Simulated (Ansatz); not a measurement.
Computed with Ansatz on PBE0-D4/def2-TZVP structures; ΔE is electronic, products minus reactants. CBS: MP2 limit from def2 TZ/QZ plus the TZ coupled-cluster correction, frozen cores. This one scheme is used for every species. Functionals use def2-TZVPP. B3LYP here is the variant with VWN-RPA as its local correlation; programs differ in this. One conformer a species, not always the lowest.

Consider the cleavage of the Si–Al bond: `F[CH2][Al]([SiH3])[SiH3]` + `O[Si](O)(F)Cl` → `O[Si](F)(Cl)O[SiH3]` + `F[CH2][AlH][SiH3]`.

`F[CH2][Al]([SiH3])[SiH3]`:

```xyz
13

F     2.397    0.655    1.542
C     2.030    0.528    0.199
Al    0.118    0.031   -0.005
Si   -1.230   -0.270    2.026
Si   -0.766   -0.250   -2.285
H     2.257    1.479   -0.302
H     2.693   -0.217   -0.261
H    -0.666   -1.361    2.871
H    -1.237    0.976    2.844
H    -2.646   -0.620    1.723
H    -1.300   -1.630   -2.473
H    -1.899    0.691   -2.527
H     0.248   -0.013   -3.351
```

`O[Si](O)(F)Cl`:

Z-matrix (Å, degrees):
```
Si
O 1 1.612
F 1 1.584 2 111.4
O 1 1.620 2 108.8 3 120.5
Cl 1 2.024 2 108.3 3 -116.3
H 2 0.959 1 117.9 3 -89.5
H 4 0.958 1 119.1 2 -173.6
```

`O[Si](F)(Cl)O[SiH3]`:

Cartesian coordinates in Å:
```
O 2.497 -0.031 0.382
Si 1.004 0.522 0.642
F 0.964 2.098 0.503
Cl 0.512 0.062 2.548
O -0.050 -0.090 -0.402
Si -1.604 -0.533 -0.714
H 2.838 -0.029 -0.514
H -1.595 -1.318 -1.971
H -2.121 -1.359 0.404
H -2.444 0.678 -0.878
```

`F[CH2][AlH][SiH3]`:

Cartesian coordinates in Å:
```
F -0.937 1.769 -0.969
C -0.094 0.897 -1.668
Al 0.562 -0.566 -0.500
Si -0.159 -0.620 1.844
H -0.654 0.515 -2.532
H 0.729 1.492 -2.084
H 1.534 -1.635 -1.168
H 0.407 -1.774 2.597
H 0.257 0.627 2.548
H -1.645 -0.707 1.932
```

```csv
level,ΔE (eV)
PBE-D4,-0.67
B3LYP-D4,-0.99
ωB97X-V,-0.96
B2PLYP,-1.01
PBE,-0.65
SCS-MP2/def2-TZVPP,-1.10
HF/CBS(def2),-1.30
CCSD/CBS(def2),-1.01
```

(1) What does CCSD(T)/CBS give? (An estimate is asked.)

Largest T1 diagnostic among the species: 0.013.

Results:

(1) Computed: -0.97 eV. The listed levels differ from it by 0.30, -0.02, 0.01, -0.04, 0.32, -0.13, -0.33, -0.04 eV.

In def2-TZVPP, CCSD(T) changes the Hartree–Fock value by +0.31 eV (the triples alone add +0.04 eV) and MP2 by +0.22 eV. From PBE to PBE0 (25 % exact exchange), in def2-TZVPP and without D4, ΔE moves by −0.10 eV.
